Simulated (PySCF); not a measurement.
## Electron correlation in Cd (cadmium, neutral)

[Kr] 4d10 5s1 6s1, high-spin 3S determinant (an excited configuration). All numbers are calculated (PySCF 2.14, scalar relativity by spin-free X2C-1e, in x2c-TZVPPall with one added diffuse shell each of s, p, d, f type (9s7p7d3f1g, 95 functions)). Frozen: [Ar] 3d10; 20 electrons correlated.

```
  level  correlation energy (mhartree)
   CCSD                        -642.52
    (T)                         -16.35
CCSD(T)                        -658.87
```

Diagnostics: T1 = 0.010, D1 = 0.0544, largest double amplitude 0.040.

The outer electron is Rydberg-like, and this basis confines it to a smaller radius and binds it less than a complete one would.

Cost of the coupled-cluster step: of the order of 3 core-minutes, for 20 correlated electrons.

This basis was not built for core-valence correlation, so the inner-shell part is incomplete.
